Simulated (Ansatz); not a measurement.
CHFGeN, SMILES `N#[C][GeH][F]` radical from Hartree–Fock to CCSD(T)

| atom | x (Å) | y (Å) | z (Å) |
| --- | --- | --- | --- |
| N1 | -0.822 | -1.522 | -1.528 |
| C2 | -0.343 | -0.820 | -0.748 |
| Ge3 | 0.602 | 0.198 | 0.583 |
| F4 | 0.847 | 1.752 | -0.140 |
| H5 | -0.285 | 0.392 | 1.832 |

The species carries charge 0 and has multiplicity 2. Correlated methods include outer-core shells of Ge, which these sets cover unevenly. Scalar relativity is left out up to krypton. Geometry: relaxed with PBE0-D4/def2-TZVP. Frozen core, unrestricted reference, Ansatz.

```json
{"basis": "def2-SVP", "HF (Eh)": "-2267.27751", "MP2 corr.": "-0.66535"}
{"basis": "def2-TZVPP", "HF (Eh)": "-2267.78503", "MP2 corr.": "-0.80672"}
{"basis": "def2-QZVPP", "HF (Eh)": "-2267.83571", "MP2 corr.": "-1.11392"}
```

(1) Estimate the CCSD correlation energy and the (T) correction in each basis where they were run (hartree).

Answers

(1) 
```
     basis  CCSD corr.       (T)
  def2-SVP    -0.67255  -0.02175
def2-TZVPP    -0.81088  -0.03447
```
